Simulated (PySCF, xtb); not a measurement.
C2H9ClOSi2, SMILES O([SiH2][SiH2]Cl)CC. The values are those of a single conformer.

Harmonic wavenumbers (cm⁻¹) from GFN2-xTB (xtb) at its own minimum, in rising order: 26, 45, 63, 99, 130, 207, 218, 360, 366, 450, 468, 528, 581, 600, 667, 758, 780, 812, 828, 864, 1004, 1099, 1145, 1147, 1267, 1347, 1401, 1476, 1492, 1494, 2126, 2174, 2188, 2218, 2897, 2924, 3045, 3046, 3049.

Q: What does PySCF with B3LYP-D3(BJ)/def2-SVP give at its own minimum? (The exact figures need the calculation; the answer reports its results.)

A: 27, 51, 56, 72, 130, 205, 267, 371, 372, 463, 531, 594, 694, 721, 758, 790, 816, 888, 948, 967, 976, 1112, 1141, 1171, 1303, 1382, 1422, 1454, 1474, 1499, 2191, 2191, 2223, 2232, 2981, 3021, 3036, 3124, 3128. Paired by order, the mean absolute difference is 42 cm⁻¹ and the zero-point energies are 64.9 and 66.9 kcal/mol.
